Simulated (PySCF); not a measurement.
TlB⁻: one state, many levels of theory

State: ⁴Σ⁻ (quartet), unpaired electrons σ ↑, π ↑↑. Set-up: Tl aug-cc-pVDZ-PP with ECP60, B aug-cc-pVDZ; scalar-relativistic core potentials (PySCF 2.14). De refers to Tl⁻ + B in their high-spin ground configurations, without counterpoise correction. The functionals are run spin-unrestricted. A positive dipole points towards B; it is taken about the centre of mass and depends on that origin.

```tsv
Level	Re (Å)	ωe (cm⁻¹)	De (eV)	μ (D)
UHF-MP2	2.310	452	2.47	n/a
UHF-SCS-MP2	2.308	462	n/a	n/a
UHF-CCSD	2.330	412	2.18	n/a
UHF-CCSD(T)	2.335	406	2.36	n/a
PBE	2.336	393	2.82	-5.22
PW91	2.333	394	2.84	-5.19
r²SCAN	2.311	418	2.75	-5.08
M06-L	2.329	412	n/a	-5.02
PBE0	2.307	423	2.63	-5.45
M06-2X	2.305	416	n/a	-5.79
CAM-B3LYP	2.291	436	2.34	-5.56
```

Problem. Which functional lies closest to UHF-CCSD(T) in De, which farthest, and by how much do they differ from it?

Solution. Closest is CAM-B3LYP (-4.4 pm in Re, +7.4 % in ωe, -0.02 eV in De against UHF-CCSD(T) in the same basis), farthest PW91 (-0.2 pm in Re, -3.0 % in ωe, +0.48 eV in De). CCSD(T) converges more slowly with the basis than the functionals do and binds too weakly in this one, so the order can change at the basis-set limit.

Correlated steps freeze 5 core orbitals. Correlated levels converge slowly with the basis: in double zeta they bind strong bonds too weakly, by up to about 1 eV, and carry superposition errors of some tenths. Spin–orbit coupling is left out, which matters for elements this heavy, above all for dissociation energies. For an ion De counts to the pair picked by the measured ionisation energies or electron affinities, which need not be the lowest pair at this level. The highest Kohn–Sham level is positive in this anion. Much of that is self-interaction error, but it also means that the finite basis helps to hold the extra electron. The state was picked by a PBE0 search and need not be the measured ground state.

The whole job (state search and all levels along the bond) took about 2.3 min on 1 thread of Intel Xeon Platinum 8488C (shared host), peak memory 0.73 GiB.
